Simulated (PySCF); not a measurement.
Identify the unknown among the candidates.

All candidates are C7H10NP.

| technique | computed result |
| --- | --- |
| Polarisability | 115.8 au [wB97X-D/def2-SVPD] |
| UV, strongest line | among the 10 lowest singlet transitions: S5 at 6.87 eV (180 nm, f = 0.232) [TDDFT wB97X-D/def2-SVPD] |
| Triplet | lowest triplet excitation (Tamm–Dancoff): 4.76 eV [TDA wB97X-D/def2-SVPD] |
| Valence photoelectron | vertical ionisation energy: 8.64 eV [ΔSCF wB97X-D/def2-SVPD] |
| 13C NMR | chemical shifts (computed TMS as zero) by class: 124.8 (1 C), 112.0 (1 C), 83.1 (1 C), 31.5 (1 C), 15.7 (1 C), 15.1 (1 C), 5.9 (1 C) ppm [GIAO PBE0/pcSseg-1] |
| Rotational structure | rotational constants A, B, C: 1.561, 0.746, 0.542 GHz [PBE0-D3(BJ)/def2-SVP] |
| UV, first state | lowest singlet excitation: 5.26 eV (236 nm, f = 0.022) [TDDFT wB97X-D/def2-SVPD] |

Electronic properties: PySCF, gas phase, density fitting. Levels stand in brackets. Isolated species at its PBE0-D3(BJ)/def2-SVP geometry (one conformer only). Each NMR value is the plain mean over a class of atoms that symmetry, rotation or inversion makes alike.

Question: Which candidate is it?
A. `CC#CP(C)CCC#N`
B. `CP(C)c1ccccn1`
C. `CC(C)c1ncccp1`

Answer: A. It is `CC#CP(C)CCC#N`. Numbering: `[CH3:1][C:2]#[C:3][P:4]([CH3:5])[CH2:6][CH2:7][C:8]#[N:9]`. 7 carbons fall into 7 classes; from least to most shielded: nitrile carbon [C8] (124.8 ppm), alkyne carbon [C2] (112.0 ppm), alkyne carbon [C3] (83.1 ppm), sp3 carbon bound to phosphorus [C6] (31.5 ppm), sp3 carbon bound to phosphorus [C5] (15.7 ppm), sp3 carbon next to a nitrile [C7] (15.1 ppm), propargylic carbon [C1] (5.9 ppm). The first electron is taken from the HOMO, whose largest Löwdin shares are 0.43 on the phosphine phosphorus, 0.17 on an alkyne carbon, 0.16 on an alkyne carbon and 0.08 on an sp3 carbon bound to phosphorus. The optimised geometry has point group C1 and is an asymmetric top.

The others, at the same levels:
- `CP(C)c1ccccn1` fails: its computed lowest singlet excitation is 4.80 eV (258 nm, f = 0.058) (against 5.26 eV), vertical ionisation energy is 8.18 eV (against 8.64 eV) and lowest triplet excitation (Tamm–Dancoff) is 4.04 eV (against 4.76 eV).
- `CC(C)c1ncccp1` fails: its computed lowest singlet excitation is 3.91 eV (317 nm, f = 0.004) (against 5.26 eV), vertical ionisation energy is 8.92 eV (against 8.64 eV) and lowest triplet excitation (Tamm–Dancoff) is 3.23 eV (against 4.76 eV).

Each candidate is one conformer, not necessarily the lowest. The conformers computed, where there is a choice (atom-mapped SMILES and torsion angles):
- `[CH3:1][C:2]#[C:3][P:4]([CH3:5])[CH2:6][CH2:7][C:8]#[N:9]`: C3–P4–C6–C7 -68°, P4–C6–C7–C8 180°
- `[CH3:1][P:2]([CH3:3])[c:4]1[cH:5][cH:6][cH:7][cH:8][n:9]1`: C1–P2–C4–C5 -71°
- `[CH3:1][CH:2]([CH3:3])[c:4]1[n:5][cH:6][cH:7][cH:8][p:9]1`: C1–C2–C4–N5 -62°
